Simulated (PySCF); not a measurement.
SMILES [OH][Al]([CH2]B(O)O)[OH] (CH6AlBO4) (B3LYP/def2-SVP optimised geometry):

```
13

B      0.089    -0.360     0.000
O     -0.549    -1.570     0.023
O      1.457    -0.360     0.000
C     -0.778     0.967     0.000
Al     0.044     2.264     1.178
O     -0.564     3.286     2.397
O      1.745     2.295     0.905
H      0.091    -2.295     0.050
H      1.848     0.524     0.131
H     -0.673     1.428    -1.003
H     -1.848     0.766     0.158
H     -1.476     3.365     2.691
H      2.389     2.839     1.367
```

Computed with PySCF with B3LYP/def2-TZVP.

### Question
What are the frontier orbital energies and the dipole moment?

### Answer
HOMO-2 -8.84 eV, HOMO-1 -8.54 eV, HOMO -8.06 eV, LUMO -0.71 eV, LUMO+1 0.01 eV; dipole moment 2.04 D.

Meta-Löwdin charges at B3LYP/def2-TZVP: B1 0.45, O2 -0.53, O3 -0.55, C4 -0.64, Al5 1.15, O6 -0.78, O7 -0.79, H8 0.35, H9 0.36, H10 0.15, H11 0.13, H12 0.35, H13 0.35.
